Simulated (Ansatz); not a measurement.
The cluster SbTe2⁺, relaxed as a triplet with UKS PBE0-D4/def2-SVP in Ansatz, starting from the PBE0-D4/def2-SVP geometry of the charge +1 singlet. Force threshold 0.02 eV/Å.

In the def2 sets Sb, Te take a core potential; there is no spin–orbit coupling. The structure comes from a short search, and lower isomers may exist.

Start:

Cartesian coordinates in Å:
```
Sb -1.174 0.456 0.806
Te 0.234 -1.596 -0.144
Te 0.940 1.140 -0.662
```

```json
{"step": "1", "energy (eV)": "-21118.6944", "largest force component (eV/Å)": "1.892", "SCF passes": "37"}
{"step": "2", "energy (eV)": "-21119.0234", "largest force component (eV/Å)": "0.612", "SCF passes": "42"}
{"step": "3", "energy (eV)": "-21119.0656", "largest force component (eV/Å)": "0.240", "SCF passes": "38"}
{"step": "4", "energy (eV)": "-21119.0689", "largest force component (eV/Å)": "0.033", "SCF passes": "38"}
{"step": "5", "energy (eV)": "-21119.0690", "largest force component (eV/Å)": "0.001", "SCF passes": "31"}
```

Force components are those of the run's own axes.

End:

```csv
atom,x (Å),y (Å),z (Å)
Sb1,-1.286,0.499,0.884
Te2,0.315,-1.523,-0.201
Te3,0.972,1.023,-0.683
```

By distances, no bond broke or formed. The bond that changes most is Te2–Te3, from 2.87 to 2.67 Å (atoms count from 1).

No frequencies were taken in this run, so the end may be a saddle point.

Hardware: 4 threads of Intel Xeon Platinum 8488C on a shared host. Wall time 9.5 s.
